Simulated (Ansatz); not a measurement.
A series at Sn: from `[Br][SnH3]`, ligands are replaced one by one, each step taking up H₂O and setting free H₂; n counts the steps. Ansatz, PBE0-D4/def2-TZVP geometries. Each molecule was computed in one conformer, which needn't be the lowest.

CBS adds triple-zeta CCSD(T) − MP2 to the MP2 limit, frozen cores; atoms without spin–orbit coupling. Elements past krypton have def2 core potentials. Outer-core shells of Br, Sn are correlated without core-valence functions. Scalar relativity is left out up to krypton. Spin–orbit coupling is left out.

```
n                    molecule  atomization energy, CCSD(T)/CBS (kJ/mol)
0                `[Br][SnH3]`                                    1134.6
1            `[OH][SnH2][Br]`                                    1658.9
2       `[OH][SnH]([OH])[Br]`                                         ?
3  `[OH][Sn]([OH])([OH])[Br]`                                    2710.5
```

Problem. By hand: fit a straight line y = ȳ + b (n − n̄) to the 3 given rows and predict n = 2.

Solution. n̄ = 1.333, ȳ = 1834.67; Σ(n − n̄)(y − ȳ) = 2451.73, Σ(n − n̄)² = 4.667, so b = 525.33 kJ/mol a step. Prediction: 1834.67 + (525.33) × (0.667) = 2185.1 kJ/mol.

Problem. By hand: compare with the computed value, 2189.6 kJ/mol, and give the steps along the whole series.

Solution. The line misses by 4.5 kJ/mol (computed minus predicted). Steps: 524.3, 530.7, 520.9 kJ/mol.

The steps differ by at most 9.8 kJ/mol, 1.9 % of a mean step, so the ligands' effects nearly add and a line is close. The miss is 0.3 % of the series' range. The energies themselves are unsure by some kJ/mol a bond, though much of that is common to the series.
